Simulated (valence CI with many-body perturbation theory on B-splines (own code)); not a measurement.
The numbers below are computed, except where a source is named.
**Ne V in three bases**

Level of theory: relativistic CI+MBPT: four valence electrons over a frozen Dirac-Fock core [He], a basis of 9 s, 9 p, 8 d, 6 f, 3 g, 1 h functions for each j, with the one-electron correlation potential Σ1 (screened to all orders), the two-electron term Σ2, the three-electron term Σ3, Breit, model QED; selected single and double excitations, second order for the rest, scaled by the run's own slope (own B-spline code, finite nucleus).

Set against measurement, 13 paired levels are off by 130 cm⁻¹ on average, the worst by 310. These come from a selection out of NIST levels in Podobedova, Fuhr, Reader and Wiese, J. Phys. Chem. Ref. Data 33, 525 (2004). Levels without a partner in it may be off by more. Among the levels kept, up to 300 cm⁻¹ of a level comes from second order outside the variational space, and about a tenth of that is noise between levels of different J, which matters for small intervals.

The reference run has the lowest level 2s2 2p2 3P_0 and an ionisation energy of 126.264 eV. Its largest variational space holds 21545 state functions.

Changed runs:
A. basis 6 s, 6 p, 5 d, 3 f, 1 g
B. basis 5 s, 5 p, 4 d, 2 f

Excitation energies of the reference run in cm⁻¹, and shifts in cm⁻¹:

```tsv
Level	Reference	A	B
2s2 2p2 3P_1	412	-1.0	-1.3
2s2 2p2 3P_2	1109	-1.5	-1.7
2s2 2p2 1D_2	30449	+142	+426
2s2 2p2 1S_0	64184	+213	+626
2s 2p3 5S°_2	88144	-215	-661
2s 2p3 3D°_3	175907	+68	+204
2s 2p3 3D°_2	175976	+68	+205
2s 2p3 3D°_1	176001	+67	+205
2s 2p3 3P°_2	208328	+144	+428
2s 2p3 3P°_1	208334	+143	+428
2s 2p3 3P°_0	208365	+145	+429
2s 2p3 1D°_2	270874	+241	+746
Ionisation energy (eV)	126.264	-0.017	-0.050
```
